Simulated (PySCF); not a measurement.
Job file and geometry (Å, from GFN2-xTB) of an NMR shielding run on SMILES C=CCO[BH-]1OCCCO1, [C6H12BO3]-, PySCF, GIAO PBE0/pcSseg-1 NMR shielding, non-relativistic, gas phase; density fitting, a coarse starting grid and PySCF grid level 2 are the driver's defaults:

```
$ OMP_NUM_THREADS=1 python probes_run.py task.json out

{"job": {"kind": "nmr", "xc": "PBE0", "basis": "pcSseg-1"}, "charge": -1, "multiplicity": 1}
C      4.156205    -0.368888    -0.382759
C      2.933317     0.130325    -0.444275
C      1.812347    -0.185240     0.498865
O      1.095806     0.962814     0.831382
B     -0.337464     0.916451     0.598740
O     -0.954718    -0.189497     1.438779
C     -2.297436    -0.351669     1.186137
C     -2.574914    -0.674865    -0.289462
C     -1.948963     0.448067    -1.129854
O     -0.608929     0.613362    -0.866198
H      4.443336    -1.069936     0.386738
H      4.924715    -0.112248    -1.097037
H      2.660147     0.840019    -1.213262
H      2.209844    -0.663162     1.413069
H      1.150761    -0.910917     0.002281
H     -0.816942     1.998816     0.904097
H     -2.863641     0.571015     1.442306
H     -2.674659    -1.167259     1.830607
H     -2.091293    -1.621306    -0.542452
H     -3.651058    -0.753523    -0.479198
H     -2.063587     0.224205    -2.206870
H     -2.513286     1.382820    -0.917207
```

Question: Write the output of this run.

Answer: 
```
coarse grid: 18304 points
cycle   1  E = -485.5373203987  dE =  1.358e+00  |g| = 1.097e+00  |ddm| = 4.050e+00
cycle   2  E = -485.1614339927  dE =  3.759e-01  |g| = 1.784e+00  |ddm| = 4.298e+00
cycle   3  E = -485.7837499261  dE = -6.223e-01  |g| = 1.470e-01  |ddm| = 3.189e+00
cycle   4  E = -485.7874930070  dE = -3.743e-03  |g| = 7.273e-02  |ddm| = 1.760e-01
cycle   5  E = -485.7887414735  dE = -1.248e-03  |g| = 1.691e-02  |ddm| = 6.799e-02
cycle   6  E = -485.7887970603  dE = -5.559e-05  |g| = 7.113e-03  |ddm| = 1.744e-02
cycle   7  E = -485.7888092387  dE = -1.218e-05  |g| = 1.028e-03  |ddm| = 6.236e-03
cycle   8  E = -485.7888094638  dE = -2.250e-07  |g| = 4.377e-04  |ddm| = 1.298e-03
final grid: 176544 points
cycle   9  E = -485.8768708776  dE = -6.285e-05  |g| = 1.465e-02  |ddm| = 4.021e-02
cycle  10  E = -485.8768310527  dE =  3.982e-05  |g| = 2.093e-02  |ddm| = 2.431e-02
cycle  11  E = -485.8769102870  dE = -7.923e-05  |g| = 1.516e-03  |ddm| = 1.679e-02
cycle  12  E = -485.8769108259  dE = -5.389e-07  |g| = 2.214e-04  |ddm| = 2.226e-03
cycle  13  E = -485.8769108362  dE = -1.030e-08  |g| = 8.163e-05  |ddm| = 3.164e-04
cycle  14  E = -485.8769108374  dE = -1.242e-09  |g| = 3.429e-05  |ddm| = 8.744e-05
cycle  15  E = -485.8769108377  dE = -2.528e-10  |g| = 8.485e-06  |ddm| = 3.432e-05
converged SCF energy = -485.8769108377

GIAO shielding tensors (ppm)
atom      isotropic    diamagn.    paramagn.     s11        s22        s33       span
  0 C       82.238     252.750    -170.513    -24.439    107.974    163.178    187.618
  1 C       20.903     254.536    -233.633   -103.275     23.585    142.399    245.674
  2 C      116.319     243.410    -127.092     91.437    111.963    145.556     54.118
  3 O      274.918     394.287    -119.369    222.899    279.859    321.997     99.098
  4 B       98.464     188.935     -90.471     94.566     95.875    104.950     10.384
  5 O      259.518     401.831    -142.313    172.629    292.193    313.733    141.104
  6 C      116.668     237.904    -121.237     94.316    106.790    148.897     54.581
  7 C      146.569     250.979    -104.409    133.655    149.811    156.242     22.587
  8 C      116.591     237.482    -120.891     94.159    106.525    149.089     54.929
  9 O      261.502     402.925    -141.424    175.257    297.630    311.618    136.361
 10 H       27.059      31.415      -4.356     24.351     25.978     30.848      6.497
 11 H       27.287      28.252      -0.965     24.239     26.145     31.476      7.237
 12 H       25.052      32.941      -7.889     20.677     24.844     29.635      8.958
 13 H       27.766      32.003      -4.238     23.126     27.093     33.079      9.953
 14 H       26.582      32.648      -6.066     21.630     27.384     30.731      9.101
 15 H       28.820      32.084      -3.264     26.786     27.644     32.029      5.243
 16 H       27.646      29.005      -1.359     23.293     27.025     32.621      9.328
 17 H       27.572      28.415      -0.843     22.287     27.074     33.355     11.069
 18 H       30.127      31.911      -1.784     27.948     28.143     34.290      6.343
 19 H       31.336      29.725       1.611     28.392     28.792     36.824      8.432
 20 H       27.573      29.051      -1.478     22.254     27.242     33.222     10.969
 21 H       27.631      29.361      -1.730     23.212     27.097     32.584      9.372
```

Size and cost of the density-fitted run: 230 basis functions, 2.9 min wall time on 1 thread of an Intel Xeon, shared host; peak memory 1.1 GiB.
